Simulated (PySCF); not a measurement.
ClLi, SMILES [Li][Cl] (connectivity only; charge and spin as stated), charge +1, multiplicity 2. Coordinates come from a PBE-D3(BJ)/def2-TZVPD optimisation. The multiplicity is an assumed one; other spin states were not compared.

These are PBE-D3(BJ)/def2-TZVPD (PySCF 2.14.0) values and carry that method's errors.

Harmonic wavenumbers (cm⁻¹): 316. Rotational constants (GHz): 15.19 (linear); symmetry number 1.

Work out the zero-point energy and the ideal-gas rigid-rotor harmonic-oscillator thermochemistry at 298.15 K and 1 atm.

ZPE = ½ Σ hcν = ½ × 316 cm⁻¹ = 1.89 kJ/mol. H − E(el) = 11.62 kJ/mol. Entropy in J/(mol K): translation 155.48, rotation 58.31, vibration 5.57, spin 5.76, total 225.12. G − E(el) = -55.50 kJ/mol. Cp = 35.98 J/(mol K).
